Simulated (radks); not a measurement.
Problem. Method: scalar-relativistic Kohn-Sham, LB94 model potential, spin-unpolarised, spherical densities, finite nucleus; Fermi nuclear charge, rms radius of each element as measured or else 0.836 A^(1/3) + 0.57 fm; computed with a radial shooting solver on a logarithmic mesh with Libxc functionals. Response by self-consistent Sternheimer equations with the Hartree and adiabatic LDA kernel, the relativistic mass of each level held fixed and spin-orbit coupling left out. Rank O6+, B3+, F7+, Be2+, He, Li+, C4+, Ne8+, N5+ (NIST ground configurations) by static dipole polarisability, largest first.

Solution. He 1.390, Li+ 0.1984, Be2+ 0.05388, B3+ 0.02018, C4+ 0.009177, N5+ 0.004751, O6+ 0.002699, F7+ 0.001644, Ne8+ 0.001058 bohr^3.
